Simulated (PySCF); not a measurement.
Ligands exchanged one at a time, Ge Cl-SH. All species are isolated molecules in the gas phase. One relaxed conformer stands for each flexible species; it need not be the lowest. Strings in code marks are SMILES. All members: neutral, multiplicity 1. Level: PBE0-D3(BJ)/def2-TZVP (PySCF). Delta-SCF ions had no search for a lower state.  The removal energy is E(N − 1 electrons) − E(N electrons) at the parent's geometry; ε(HOMO) is measured against the vacuum level.

| species | −ε(HOMO) (eV) | vertical ionisation energy (Delta-SCF) (eV) |
|---|---|---|
| `[SH][Ge]([SH])([SH])[SH]` | 7.43 | 9.14 |
| `[SH][Ge]([SH])([SH])[Cl]` | 7.77 | 9.58 |
| `[SH][Ge]([SH])([Cl])[Cl]` (H–S–Ge–Cl torsion -83°, Cl–Ge–S–H torsion -178°) | 8.15 | 10.00 |
| `[SH][Ge]([Cl])([Cl])[Cl]` | 8.36 | 10.42 |
| `[Cl][Ge]([Cl])([Cl])[Cl]` | 9.67 | withheld |

Question: Fit vertical ionisation energy (Delta-SCF) = a + b·x to the 4 complete rows by least squares, with x = −ε(HOMO) in eV. Give a, b and the rms residual, and predict the withheld value.

Answer: Means of the 4 rows: x̄ = 7.9275, ȳ = 9.785 eV. Σ(x − x̄)² = 0.50888 and Σ(x − x̄)(y − ȳ) = 0.67565, so b = 1.328 and a = ȳ − b·x̄ = -0.743 eV. The rms residual is 0.051 eV. At x = 9.67 the line gives 12.10 eV, outside the range of the fitted rows. The run for `[Cl][Ge]([Cl])([Cl])[Cl]` gave 11.58 eV, so the line is off by 0.52 eV, more than twice the rms residual.

Codes: PySCF.
